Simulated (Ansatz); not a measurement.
Stepwise reaction of `C[O][SnH2][O]C` with ammonia, as a gas-phase model of exchange steps in deposition or etching. ΔE in kJ/mol; ΔG adds harmonic PBE0-D4 terms to CCSD(T)/CBS, at 1 bar.

Gas-phase electronic energies from Ansatz, PBE0-D4/def2-TZVP geometries. CCSD(T)/CBS adds triple-zeta CCSD(T) − MP2 to the extrapolated MP2 energy (def2 sets, frozen cores). This one scheme is used for every species. DFT in def2-TZVPP. B3LYP here is the variant with VWN-RPA as its local correlation; programs differ in this. def2 core potentials past Kr. For Sn outer-core shells are correlated without core-valence functions, which leaves a few kJ/mol of doubt a bond. Each species was taken in one conformer, which may not be the lowest.

```csv
step,reaction,PBE-D4,B3LYP-D4,ωB97M-V,CCSD(T)/CBS,ΔG(600 K)
2,`C[O][SnH2][NH2]` + NH₃ → `[NH2][SnH2][NH2]` + CH₃OH,27.6,29.8,27.3,29.0,26.3
```

Task: Give the row of step 1, `C[O][SnH2][O]C` + NH₃ → `C[O][SnH2][NH2]` + CH₃OH. (An estimate is asked.)

Result: Ansatz gave: 
```csv
step,reaction,PBE-D4,B3LYP-D4,ωB97M-V,CCSD(T)/CBS,ΔG(600 K)
1,`C[O][SnH2][O]C` + NH₃ → `C[O][SnH2][NH2]` + CH₃OH,27.5,29.6,25.9,28.4,20.4
```

Task: By hand: ΔE of the 2 steps together at CCSD(T)/CBS.

Result: (28.4) + (29.0) = 57.4 kJ/mol, or 28.7 kJ/mol a step.

In ΔE the steps differ by no more than 0.6 kJ/mol. All are uphill at CCSD(T)/CBS. ΔG lies between 20.4 and 26.3 kJ/mol a step. PBE-D4 differs from CCSD(T)/CBS by -1.4 to -0.9 kJ/mol a step. Only this route is followed, and other bonds may react first. Isolated molecules leave out the surface, adducts and barriers. Largest T1 diagnostic: 0.014.
